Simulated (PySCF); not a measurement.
CHF, SMILES [CH]F (connectivity only; charge and spin as stated), neutral, multiplicity 1. Geometry optimised at PBE-D3(BJ)/def2-TZVPD. The isomer is the one that the SMILES or the coordinates give; other isomers of the formula were not compared.

TDDFT-ωB97X/def2-TZVPD run with PySCF puts the lowest singlet excitations at 2.28, 7.09, 7.98, 8.33, 9.13, 9.25 eV.

Q: What are the lowest excitation roots from ADC(2)/aug-cc-pVDZ run with PySCF 2.14.0? (Estimate from the structure and the level; the computed values follow.)

A: 2.37, 6.68, 7.47, 8.09, 8.36, 8.53 eV. S1 differs by 0.09 eV (second minus first; roots are paired by order, and the bases may differ).
